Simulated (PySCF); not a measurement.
**Which determinant of KGe lies lowest?**

Unrestricted PBE0; basis K pcseg-1, Ge pcseg-1; no relativity; PySCF 2.14. Outer shells of the fragments: K 4s1; Ge 3d10 4s2 4p2.

Followed along the bond (rough minima from three points):

| 2Ms+1 | unpaired | ⟨S²⟩ at the start | R at minimum (Å) | Te (eV) |
| --- | --- | --- | --- | --- |
| 4 | σ ↑, π ↑↑ | 3.75 | 3.07 | 0.00 |
| 2 | σ ↓, π ↑↑ | 1.76 | 3.12 | 0.53 |
| 2 | σ ↑, π ↑↓ | 1.76 | 3.09 | 0.54 |
| 2 | π ↑ | 0.78 | 3.35 | 0.76 |
| 2 | σ ↑ | 0.75 | 3.09 | 1.35 |

Solutions found at the starting distance of 3.105 Å, counted from the lowest of them; the search is not exhaustive and high or unbound solutions are not listed, so other states can lie among these:

| 2Ms+1 | unpaired | term | E (eV) | ⟨S²⟩ | ⟨Lz²⟩ | μ (D) |
| --- | --- | --- | --- | --- | --- | --- |
| 4 | σ ↑, π ↑↑ | ⁴Σ⁻ | 0.00 | 3.75 | 0.00 | -9.40 |
| 2 | σ ↓, π ↑↑ | mixed | 0.53 | 1.76 | 0.00 | -8.67 |
| 2 | σ ↑, π ↑↓ | mixed | 0.54 | 1.76 | 2.02 | -9.06 |
| 2 | π ↑ | ²Π | 0.81 | 0.78 | 1.00 | -6.79 |
| 2 | σ ↑ | mixed | 1.35 | 0.75 | 2.00 | -8.83 |
| 2 | π ↑ | ²Π | 1.75 | 0.75 | 1.01 | -9.71 |
| 4 | σ ↑↑, π ↑ | ⁴Π | 1.91 | 3.75 | 1.00 | 3.25 |
| 4 | σ ↑, π ↑↑ | mixed | 3.52 | 3.75 | 2.01 | 1.12 |
| 4 | π ↑↑↑ | ⁴Π | 3.74 | 3.75 | 1.00 | 1.18 |

A term symbol is given only where ⟨S²⟩ and ⟨Lz²⟩ are close to those of a pure state; real π, δ and φ orbitals otherwise mix terms. A positive dipole means K(−)Ge(+).

Spin–orbit coupling is left out.
